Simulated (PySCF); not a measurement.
Cl₄SW, multiplicity 1. Atoms are numbered in the order given.

```xyz
6

W      0.0000     0.0000     0.0899
S      0.0000     0.0000     2.2491
Cl     0.0000     0.0000    -2.3117
Cl     1.9726    -1.1389    -0.0655
Cl    -1.9726    -1.1389    -0.0655
Cl     0.0000     2.2778    -0.0655
```

The structure is a stationary point at PBE-D3(BJ)/def2-SVP. The multiplicity is an assumed one; no other spin state was optimised. The isomer is the one that the SMILES or the coordinates give; other isomers of the formula were not compared. The def2 effective core potentials stand for the cores of W; spin–orbit coupling is left out.

Method: PBE-D3(BJ)/def2-SVP (PySCF).

Frequencies are harmonic and unscaled.

Modes within 1.5 cm⁻¹ of each other (mostly degenerate sets) share a row, with their intensities summed.

```csv
mode,ν (cm⁻¹),IR (km/mol),moving atoms (share of kinetic energy)
1–2,57,6.7,"Cl 81 %, S 19 %"
3–4,132,6.9,"Cl 55 %, W 27 %, S 18 %"
5,185,2.2,"Cl 71 %, W 24 %"
6–7,199,0.2,"Cl 72 %, S 28 %"
8,306,37.0,Cl 92 %
9,382,13.2,Cl 96 %
10–11,393,118.0,"Cl 79 %, W 21 %"
12,508,47.2,"S 86 %, W 14 %"
```
